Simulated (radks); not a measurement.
All-electron atom: Tc in [Kr] 4d5 5s2. Method: scalar-relativistic Kohn-Sham, LDA (Slater exchange, Perdew-Wang correlation), spin-polarised, spherical densities, finite nucleus; open shells are filled with parallel spins first (spin-orbit coupling, left out, can overturn this in heavy ions); Fermi nuclear charge, rms radius 4.4112 fm; computed with a radial shooting solver on a logarithmic mesh with Libxc functionals.

Normalised radial functions P(r) = r R(r), r in bohr:

```
   r/bohr * 4s down, o 5s up (the largest magnitude, 1.13, reaches the edge; | marks zero, & curves that meet)
  0.00503                             |o *
 0.005809                             |o  *
 0.006708                             |o  *
 0.007747                             |o   *
 0.009019                             | o  *
  0.01042                             | o  *
  0.01203                             | o  *
  0.01389                             | o   *
  0.01617                             | o   *
  0.01868                             | o   *
  0.02157                             | o  *
  0.02491                             | o  *
    0.029                             |o  *
  0.03349                             |o *
  0.03868                             o*
  0.04467                             &
  0.05201                          * o|
  0.06006                        *   o|
  0.06936                      *    o |
  0.08011                     *    o  |
  0.09326                    *     o  |
   0.1077                    *     o  |
   0.1244                     *    o  |
   0.1436                       *   o |
   0.1672                            *o
   0.1931                             |o *
    0.223                             |  o    *
   0.2576                             |   o       *
   0.2999                             |    o         *
   0.3463                             |   o         *
      0.4                             |  o      *
   0.4619                             |o  *
   0.5377                        *  o |
    0.621                *       o    |
   0.7172        *             o      |
   0.8283   *                  o      |
   0.9643  *                    o     |
    1.114    *                    o   |
    1.286        *                    o
    1.485             *               |    o
    1.729                   *         |        o
    1.997                       *     |           o
    2.306                          *  |             o
    2.663                           * |              o
    3.101                            *|             o
    3.581                             *            o
    4.136                             *         o
    4.776                             *       o
     5.56                             *    o
    6.421                             *  o
    7.416                             * o
    8.564                             *o
     9.97                             &
    11.51                             &
```

4s down: eigenvalue -71.395 eV, 3 radial nodes at r = 0.0434, 0.175, 0.496 bohr, <r> = 1.05 bohr, 90 % of the charge inside 1.54 bohr. 5s up: eigenvalue -5.746 eV, 4 radial nodes at r = 0.0434, 0.174, 0.482, 1.28 bohr, <r> = 3.18 bohr, 90 % of the charge inside 4.75 bohr.
